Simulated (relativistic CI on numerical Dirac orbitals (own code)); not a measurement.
**Calculated levels, Ru XXXVIII**

Calculated at this level of theory: Dirac-Coulomb-Breit CI, KLI orbitals optimised for each configuration, a model potential for QED, unscaled Slater integrals (own radial code, finite nucleus).

Configuration list (outside the closed core 1s2): 2s²2p³, 2s2p⁴, 2p⁵, 2p⁴3s, 2p⁴3p, 2p⁴3d, 2s²2p²3s, 2s²2p²3p, 2s²2p²3d, 2s2p³3s, 2s2p³3p, 2s2p³3d, 2s²2p²4s, 2s²2p²4p, 2s²2p²4d, 2s²2p²4f. Levels of other configurations are missing.

The lowest level is 2s²2p³ ²P°3/2, with 43 % of that term; Hund's rules for 2s²2p³ give ⁴S° with J = 3/2, of which the calculation keeps J, while another term leads.

```csv
No.,Configuration,Term,J,E (Ry),%,Landé g,jj configuration (%)
1,2s²2p³,²P°,3/2,0.000,43,1.420,2p3/2 (98)
2,2s²2p³,⁴S°,3/2,9.053,51,1.414,2p1/2 2p3/2^2 (98)
3,2s²2p³,²D°,5/2,10.295,100,1.188,2p1/2 2p3/2^2 (100)
4,2s²2p³,²P°,1/2,11.949,99,0.650,2p1/2 2p3/2^2 (99)
5,2s²2p³,²P°,3/2,21.049,55,1.266,2p3/2^3 (98)
6,2s2p⁴(3P),⁴P,5/2,21.169,81,1.513,2s 2p3/2^2 (97)
7,2s2p⁴(1S),²S,1/2,24.898,51,2.233,2s 2p3/2^2 (93)
8,2s2p⁴(3P),⁴P,3/2,24.992,35,1.283,2s 2p3/2^2 (90)
9,2s2p⁴(3P),⁴P,3/2,31.681,64,1.437,2s 2p1/2 2p3/2^3 (93)
10,2s2p⁴(1D),²D,5/2,33.548,81,1.263,2s 2p1/2 2p3/2^3 (97)
11,2s2p⁴(3P),²P,1/2,35.437,54,1.491,2s 2p1/2 2p3/2^3 (88)
12,2s2p⁴(3P),²P,3/2,36.341,59,1.112,2s 2p1/2 2p3/2^3 (97)
13,2s2p⁴(3P),²P,1/2,45.833,41,1.574,2s 2p3/2^4 (93)
14,2p⁵,²P°,3/2,49.867,99,1.322,2p3/2^3 (99)
15,2p⁵,²P°,1/2,60.068,99,0.651,2p1/2 2p3/2^4 (99)
16,2p²(3P)3s,⁴P,1/2,215.943,52,2.049,2p1/2^2 3s (98)
17,2p²(3P)3p,⁴D°,1/2,219.619,42,0.663,2p1/2^2 3p1/2 (98)
18,2p²(1S)3p,²P°,3/2,223.045,27,1.338,2p1/2^2 3p3/2 (97)
19,2p²(3P)3s,⁴P,3/2,225.207,88,1.677,2p1/2 2p3/2 3s (99)
20,2p²(3P)3s,²P,1/2,225.647,68,1.282,2p1/2 2p3/2 3s (99)
21,2p²(1D)3s,²D,5/2,226.199,56,1.358,2p1/2 2p3/2 3s (97)
22,2p²(1D)3s,²D,3/2,226.532,59,1.007,2p1/2 2p3/2 3s (99)
23,2p²(3P)3d,⁴F,3/2,226.826,37,0.780,2p1/2^2 3d3/2 (98)
24,2p²(1S)3d,²D,5/2,228.170,27,1.201,2p1/2^2 3d5/2 (96)
25,2p²(3P)3p,⁴P°,1/2,228.867,43,1.688,2p1/2 2p3/2 3p1/2 (99)
26,2p²(3P)3p,⁴D°,3/2,229.228,54,1.150,2p1/2 2p3/2 3p1/2 (98)
27,2p²(1D)3p,²F°,5/2,229.962,41,1.112,2p1/2 2p3/2 3p1/2 (98)
28,2p²(1D)3p,²P°,3/2,231.300,37,1.395,2p1/2 2p3/2 3p1/2 (93)
29,2p²(3P)3p,⁴D°,5/2,231.848,51,1.428,2p1/2 2p3/2 3p3/2 (96)
30,2p²(3P)3p,⁴P°,1/2,232.141,38,1.714,2p1/2 2p3/2 3p3/2 (98)
```

Energies count from the lowest computed level; ° marks odd parity. Percentages are summed over parent terms; the parents shown are those of the largest component, closed shells are left out there. Filled j subshells are mostly left out of the jj labels.

The mean weight of the leading LS term, summed over parents, in these 30 levels is 58 %, and that of the leading jj configuration (from the same eigenvectors) 97 %, so jj coupling describes them better and the LS labels are nominal.

At this charge energies of transitions that change n are usually good to better than 1 %, and those within a shell (Δn = 0) to a few per cent.

LS names give the leading component of a level, which can be under half, so a name can repeat, a term be missing and a line seem to break the LS rules.
